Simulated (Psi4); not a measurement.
Pair of molecules: HCl (SMILES Cl) (first 2 atoms) with CO (SMILES [C-]#[O+]); geometry from B3LYP-D3(BJ)/def2-TZVP, rigid monomers moved along the line of their centres of mass till H2···C3 is 3.20 Å.
(charge 0, multiplicity 1):
```
atom    x (Å)    y (Å)    z (Å)
----  -------  -------  -------
Cl    -0.0332   0.0509  -0.9954
H     -0.0221  -0.1041   0.2831
C      0.0049  -0.4891   3.4610
O      0.0146  -0.6238   4.5755
```

Level of theory: Psi4 with SAPT0/jun-cc-pV(D+d)Z.

### Question
Give the four SAPT terms and the total, and say what mostly holds the pair together.

### Answer
electrostatics -31.2, exchange 9.0, induction -5.0, dispersion -10.7, total -37.8 meV; the largest attraction is electrostatics.
